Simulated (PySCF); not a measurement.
A homologous series of growing length: n-germane mercapto/mercapto. Gas-phase values, no solvent. One relaxed conformer stands for each flexible species; it need not be the lowest. Strings in code marks are SMILES.

These are r2SCAN-D4/def2-TZVP // B3LYP-D3(BJ)/def2-SVP in PySCF values and carry that method's errors. All candidates: neutral, multiplicity 1. Excitations are Tamm–Dancoff values on a coarser integration grid. The basis has no diffuse functions, so Rydberg states are missing or too high.

```yaml
HOMO: -6.13 eV
S1 excitation (TDA): 4.54 eV
T1 excitation (TDA): 3.97 eV
```

### Question
Say which member has these values.
A) `[SH][GeH2][GeH2][GeH2][GeH2][GeH2][GeH2][SH]`
B) `[SH][GeH2][GeH2][SH]`
C) `[SH][GeH2][SH]` (H–S–Ge–S torsion -140°, S–Ge–S–H torsion -140°)
D) `[SH][GeH2][GeH2][GeH2][SH]`

### Answer
D, `[SH][GeH2][GeH2][GeH2][SH]`. The others give `[SH][GeH2][GeH2][SH]`: -6.16 eV, 4.87 eV, 4.21 eV; `[SH][GeH2][SH]` (H–S–Ge–S torsion -140°, S–Ge–S–H torsion -140°): -6.43 eV, 5.44 eV, 4.90 eV; `[SH][GeH2][GeH2][GeH2][GeH2][GeH2][GeH2][SH]`: -6.08 eV, 4.26 eV, 3.78 eV
